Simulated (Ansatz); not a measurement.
Reaction (substitution at a C–O bond): `CO[SiH2]CS` + `[NH]=[Ta]([NH2])([NH2])[NH2]` → `C[N]=[Ta]([NH2])([NH2])[NH2]` + `O[SiH2]CS`

Gas-phase electronic energies from Ansatz, PBE0-D4/def2-TZVP geometries. CCSD(T)/CBS is the MP2 limit (def2-TZVPP, def2-QZVPP) plus CCSD(T) − MP2 in def2-TZVPP, frozen cores. DFT in def2-TZVPP. def2 core potentials past Kr. For Ta outer-core shells are correlated without core-valence functions, which leaves a few kJ/mol of doubt a bond. Each species was taken in one conformer, which may not be the lowest.

`CO[SiH2]CS`:

Cartesian coordinates in Å:
```
C 0.931 1.963 -0.294
O 0.161 0.794 -0.447
Si 0.499 -0.616 0.329
C -0.901 -1.776 -0.081
S -2.504 -1.066 0.378
H 0.980 2.277 0.755
H 0.462 2.761 -0.872
H 1.953 1.822 -0.665
H 0.587 -0.393 1.798
H 1.801 -1.165 -0.152
H -0.892 -2.073 -1.132
H -0.792 -2.685 0.518
H -2.286 0.157 -0.134
```

`[NH]=[Ta]([NH2])([NH2])[NH2]`:

Cartesian coordinates in Å:
```
N -0.448 -1.895 -0.183
Ta -0.042 -0.178 -0.017
N 0.227 0.238 1.919
N -1.546 0.915 -0.750
N 1.636 0.189 -1.039
H -0.677 -2.869 -0.276
H 0.072 1.147 2.329
H 0.341 -0.447 2.650
H -1.435 1.841 -1.139
H -2.467 0.566 -0.966
H 2.287 0.926 -0.813
H 2.052 -0.434 -1.714
```

`C[N]=[Ta]([NH2])([NH2])[NH2]`:

Cartesian coordinates in Å:
```
C 2.180 -0.913 1.022
N 0.981 -0.410 0.460
Ta -0.519 0.217 -0.243
N -1.526 -1.323 -1.034
N -1.576 1.083 1.221
N -0.032 1.551 -1.655
H 3.029 -0.781 0.339
H 2.430 -0.399 1.959
H 2.101 -1.984 1.245
H -2.528 -1.340 -1.156
H -1.152 -2.244 -1.204
H -1.401 0.985 2.209
H -2.249 1.821 1.072
H 0.881 1.959 -1.788
H -0.619 1.778 -2.445
```

`O[SiH2]CS`:

```xyz
10

O     0.094   -1.117    1.593
Si   -0.243    0.350    0.932
C     0.603    0.495   -0.736
S     0.098   -0.911   -1.773
H     0.034   -1.851    0.974
H     0.240    1.367    1.898
H    -1.703    0.533    0.693
H     1.684    0.386   -0.615
H     0.421    1.440   -1.252
H    -1.228   -0.693   -1.714
```

```tsv
level	ΔE (kJ/mol)	difference from CCSD(T)/CBS
PBE-D4	-42.5	-2.7
r2SCAN-D4	-39.3	0.5
PBE0-D4	-41.0	-1.2
ωB97X-V	-33.1	6.7
ωB97M-V	-34.3	5.5
PBE0	-41.2	-1.4
HF/def2-TZVPP	-25.8	14.0
MP2/def2-TZVPP	-49.5	-9.7
CCSD/def2-TZVPP	-37.4	2.4
CCSD(T)/def2-TZVPP	-39.9	-0.1
HF/def2-QZVPP	-25.1	14.7
MP2/def2-QZVPP	-49.2	-9.4
SCS-MP2/def2-QZVPP	-43.6	-3.8
HF/CBS(def2)	-25.0	14.8
MP2/CBS(def2)	-49.4	-9.6
CCSD/CBS(def2)	-37.3	2.5
CCSD(T)/CBS	-39.8	0
```

Largest T1 diagnostic among the species: 0.018.

In def2-TZVPP, CCSD(T) changes the Hartree–Fock value by −14.0 kJ/mol (the triples alone add −2.4 kJ/mol) and MP2 by −23.7 kJ/mol.
